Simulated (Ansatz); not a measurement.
## Ansatz (development build ahead of 0.2.0) run

```yaml
crystal:
  periodic: [false, false, false]
  atoms:
    - { symbol: H, position_ang: [0.48892, -0.01607, 0.03364] }
    - { symbol: H, position_ang: [-0.21737, 0.42876, 0.00584] }
    - { symbol: H, position_ang: [-0.22793, -0.47093, 0.03241] }
basis:
  gaussian: { orbitals: STO-3G }
total_charge: 1
hamiltonian:
  xc: hf
correlation:
  method: mp2
  frozen_orbitals: { H: 0 }
```

The input is written out in the form of the current development build from the run's settings.

Output:

| Item | Value |
| --- | --- |
| Converged | yes |
| Reference energy | -1.23390 hartree |
| Correlation energy | -0.01701 hartree |
| Total energy | -1.25091 hartree |
| Spin squared of the determinant | 0.000 |

Caution: bonds are stretched, where a single reference can fail; stretched shape with no unrestricted run beside it, a lower state can exist.
